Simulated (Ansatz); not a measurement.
Geometry optimisation, RKS BHLYP/def2-SVP (Ansatz).

input.yaml

```yaml
crystal:
  periodic: [false, false, false]
  atoms:
    - { symbol: Al, position_ang: [1.0858, 0.9054, 1.4491] }
    - { symbol: C, position_ang: [0.1821, -0.0591, -0.0614] }
    - { symbol: Si, position_ang: [-1.6377, 0.2492, -0.525] }
    - { symbol: C, position_ang: [0.8921, -1.277, -0.5885] }
    - { symbol: O, position_ang: [0.9989, -0.0455, -1.2281] }
    - { symbol: H, position_ang: [0.2702, 2.1974, 2.1031] }
    - { symbol: H, position_ang: [2.5092, 0.5239, 1.9676] }
    - { symbol: H, position_ang: [-2.4248, -0.1515, 0.6007] }
    - { symbol: H, position_ang: [-1.9566, -0.5023, -1.6725] }
    - { symbol: H, position_ang: [-1.8004, 1.6824, -0.7479] }
    - { symbol: H, position_ang: [1.7432, -1.6241, -0.0699] }
    - { symbol: H, position_ang: [1.24734, 0.03953, -2.18264] }
basis:
  gaussian: { orbitals: def2-SVP }
hamiltonian:
  xc: { name: BHLYP }
relax:
  f_tol: 0.02
  max_steps: 50
```

Run as:

```bash
$ ansatz run input.yaml --threads 2 --pin off --max-ram 3072MiB --backend cpu --events-out ev --progress --plain --runs-dir out
```

**Question.** Where does it end, and by what steps?

**Answer.** The run converged. After 20 steps the energy has fallen by 1.885 eV; H6 moved furthest, 1.71 Å.

```json
{"step": "0", "energy less start (eV)": "0.0000", "largest force component (eV/Å)": "5.039", "accepted": "yes"}
{"step": "1", "energy less start (eV)": "-0.8273", "largest force component (eV/Å)": "3.200", "accepted": "yes"}
{"step": "2", "energy less start (eV)": "-1.4045", "largest force component (eV/Å)": "1.259", "accepted": "yes"}
{"step": "3", "energy less start (eV)": "-1.6725", "largest force component (eV/Å)": "0.796", "accepted": "yes"}
{"step": "4", "energy less start (eV)": "-1.7529", "largest force component (eV/Å)": "0.838", "accepted": "yes"}
{"step": "5", "energy less start (eV)": "-1.8001", "largest force component (eV/Å)": "0.790", "accepted": "yes"}
{"step": "6", "energy less start (eV)": "-1.8241", "largest force component (eV/Å)": "0.298", "accepted": "yes"}
{"step": "7", "energy less start (eV)": "-1.8366", "largest force component (eV/Å)": "0.154", "accepted": "yes"}
{"step": "8", "energy less start (eV)": "-1.8449", "largest force component (eV/Å)": "0.194", "accepted": "yes"}
{"step": "9", "energy less start (eV)": "-1.8503", "largest force component (eV/Å)": "0.173", "accepted": "yes"}
{"step": "10", "energy less start (eV)": "-1.8524", "largest force component (eV/Å)": "0.252", "accepted": "yes"}
{"step": "11", "energy less start (eV)": "-1.8602", "largest force component (eV/Å)": "0.085", "accepted": "yes"}
{"step": "12", "energy less start (eV)": "-1.8639", "largest force component (eV/Å)": "0.079", "accepted": "yes"}
{"step": "13", "energy less start (eV)": "-1.8715", "largest force component (eV/Å)": "0.164", "accepted": "yes"}
{"step": "14", "energy less start (eV)": "-1.8753", "largest force component (eV/Å)": "0.246", "accepted": "yes"}
{"step": "15", "energy less start (eV)": "-1.8794", "largest force component (eV/Å)": "0.179", "accepted": "yes"}
{"step": "16", "energy less start (eV)": "-1.8820", "largest force component (eV/Å)": "0.066", "accepted": "yes"}
{"step": "17", "energy less start (eV)": "-1.8837", "largest force component (eV/Å)": "0.071", "accepted": "yes"}
{"step": "18", "energy less start (eV)": "-1.8843", "largest force component (eV/Å)": "0.045", "accepted": "yes"}
{"step": "19", "energy less start (eV)": "-1.8847", "largest force component (eV/Å)": "0.037", "accepted": "yes"}
{"step": "20", "energy less start (eV)": "-1.8848", "largest force component (eV/Å)": "0.017", "accepted": "yes"}
```

```xyz
12
Properties=species:S:1:pos:R:3
Al 1.221 0.839 1.374
C 0.145 0.219 -0.122
Si -1.605 0.416 -0.760
C 0.694 -1.173 -0.043
O 1.185 -0.074 -1.164
H 0.585 0.670 2.801
H 2.682 1.329 1.088
H -2.534 -0.054 0.289
H -1.734 -0.410 -1.988
H -1.910 1.826 -1.098
H 1.595 -1.215 0.628
H 0.786 -0.434 -1.961
```

Whether the end is a true minimum wasn't checked by a vibrational analysis.

The run took 41 s on 2 threads of Intel(R) Xeon(R) 6975P-C (Granite Rapids), on a shared host, peak memory 0.27 GiB.
